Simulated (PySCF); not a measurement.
C2H8GeO, SMILES [CH3][GeH]([OH])[CH3].

Geometry optimised at B3LYP-D3(BJ)/def2-SVP. One conformer was computed; it need not be the lowest.

Calculation: B3LYP/def2-TZVP run with PySCF.

* **total energy**: -2233.40862 hartree
* **point group**: Cs
* **highest occupied level**: -7.63 eV
* **lowest empty level**: 0.32 eV
* **orbital gap**: 7.95 eV
* **dipole moment**: 2.15 D
* **quadrupole, principal values (traceless, Buckingham form, about the centre of nuclear charge)**: -6.05, 0.37, 5.68 D·Å
* **mean static polarisability**: 59.1 bohr³ (8.76 Å³)
* **polarisability, principal values**: 54.8, 58.3, 64.2 bohr³
